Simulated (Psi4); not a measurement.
Interaction energy of H2 ··· C3H6 (SMILES [H][H] and C1CC1). Monomers: optimised at B3LYP-D3(BJ) (def2-TZVP), held rigid. Orientation: lowest of the rigid-body minima from ten starts at GFN2-xTB. R is the distance of the centres of mass, along which the second monomer moves.

- PBE/def2-TZVP, counterpoise-corrected (Psi4)
- PBE-D3(BJ)/def2-TZVP, counterpoise-corrected (Psi4)
- SAPT0/jun-cc-pVDZ, frozen core (Psi4)

Interaction energies in kcal/mol; the last columns give the difference from SAPT0:

| R / Å | PBE/def2-TZVP | PBE-D3(BJ)/def2-TZVP | SAPT0/jun-cc-pVDZ | PBE/def2-TZVP − SAPT0/jun-cc-pVDZ | PBE-D3(BJ)/def2-TZVP − SAPT0/jun-cc-pVDZ |
|---|---|---|---|---|---|
| 3.10 | 1.03 | 0.34 | 1.22 | -0.19 | -0.87 |
| 3.35 | 0.02 | -0.56 | 0.11 | -0.09 | -0.67 |
| 3.51 | -0.24 | -0.75 | -0.19 | -0.05 | -0.56 |
| 3.73 | -0.36 | -0.78 | -0.34 | -0.02 | -0.45 |
| 3.92 | -0.37 | -0.72 | -0.35 | -0.02 | -0.37 |
| 4.14 | -0.32 | -0.60 | -0.30 | -0.02 | -0.30 |
| 4.40 | -0.25 | -0.46 | -0.24 | -0.02 | -0.23 |
| 4.70 | -0.18 | -0.32 | -0.17 | -0.01 | -0.15 |
| 5.25 | -0.08 | -0.16 | -0.09 | 0.01 | -0.07 |
| 5.91 | -0.03 | -0.07 | -0.04 | 0.01 | -0.02 |
| 6.93 | -0.01 | -0.02 | -0.02 | 0.01 | 0.00 |
| 8.27 | 0.00 | -0.01 | -0.01 | 0.00 | 0.00 |

PBE/def2-TZVP is furthest from SAPT0/jun-cc-pVDZ at 3.10 (-0.19 kcal/mol, below); its mean absolute difference over the points is 0.04 kcal/mol.

PBE-D3(BJ)/def2-TZVP is furthest from SAPT0/jun-cc-pVDZ at 3.10 (-0.87 kcal/mol, below); its mean absolute difference over the points is 0.31 kcal/mol.
